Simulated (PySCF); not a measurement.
C3H6FNSi, SMILES C#C[C@H](N)[SiH2]F. Atoms are numbered in the order given.

```xyz
12

C      2.7288    -0.4582    -0.6545
C      1.7017    -0.3635    -0.0218
C      0.4028    -0.2092     0.6394
N     -0.1901    -1.5030     1.0155
Si    -0.7011     0.7663    -0.5482
F     -2.1745     0.8247     0.1611
H      3.6562    -0.5494    -1.1925
H      0.5536     0.3853     1.5584
H     -0.2800    -2.0973     0.1915
H     -1.1329    -1.3508     1.3732
H     -0.8423     0.0077    -1.8184
H     -0.2371     2.1594    -0.7744
```

Geometry optimised at ωB97X-D3(BJ)/def2-SVP. The structure was generated by enumeration; whether it is a known compound was not checked. The values are those of a single conformer.

Computed with r2SCAN/def2-TZVP in PySCF.

ESP charges are fitted to the potential on shells at 1.4 to 2.0 van der Waals radii. Atomic charges (e):

```json
[
 {"atom": "C1", "Mulliken": "-0.06", "ESP fit": "…"},
 {"atom": "C2", "Mulliken": "-0.13", "ESP fit": "-0.08"},
 {"atom": "C3", "Mulliken": "-0.16", "ESP fit": "…"},
 {"atom": "N4", "Mulliken": "-0.47", "ESP fit": "…"},
 {"atom": "Si5", "Mulliken": "0.52", "ESP fit": "0.29"},
 {"atom": "F6", "Mulliken": "-0.35", "ESP fit": "-0.24"},
 {"atom": "H7", "Mulliken": "0.19", "ESP fit": "0.31"},
 {"atom": "H8", "Mulliken": "0.11", "ESP fit": "0.11"},
 {"atom": "H9", "Mulliken": "0.22", "ESP fit": "…"},
 {"atom": "H10", "Mulliken": "0.23", "ESP fit": "…"},
 {"atom": "H11", "Mulliken": "-0.04", "ESP fit": "…"},
 {"atom": "H12", "Mulliken": "-0.04", "ESP fit": "…"}
]
```

### Question
Some entries are withheld; supply them. (An estimate is asked for; the answer gives what the named calculation found.)

### Answer

- C1, ESP fit: -0.41
- C3, ESP fit: 0.25
- N4, ESP fit: -0.82
- H9, ESP fit: 0.35
- H10, ESP fit: 0.33
- H11, ESP fit: -0.04
- H12, ESP fit: -0.05

### Question
Give the Mayer and Wiberg (Löwdin basis) orders of the bonds. (Estimate from the structure and the level; the computed values follow.)

### Answer

```json
[
 {"bond": "C1–C2", "Mayer": "2.73", "Wiberg": "2.93"},
 {"bond": "C2–C3", "Mayer": "1.21", "Wiberg": "1.29"},
 {"bond": "C3–N4", "Mayer": "0.98", "Wiberg": "1.39"},
 {"bond": "C3–Si5", "Mayer": "1.01", "Wiberg": "1.02"},
 {"bond": "Si5–F6", "Mayer": "1.04", "Wiberg": "1.67"},
 {"bond": "C1–H7", "Mayer": "0.94", "Wiberg": "0.91"},
 {"bond": "C3–H8", "Mayer": "0.90", "Wiberg": "0.78"},
 {"bond": "N4–H9", "Mayer": "0.93", "Wiberg": "0.95"},
 {"bond": "N4–H10", "Mayer": "0.93", "Wiberg": "0.95"},
 {"bond": "Si5–H11", "Mayer": "0.93", "Wiberg": "0.93"},
 {"bond": "Si5–H12", "Mayer": "0.92", "Wiberg": "0.93"}
]
```
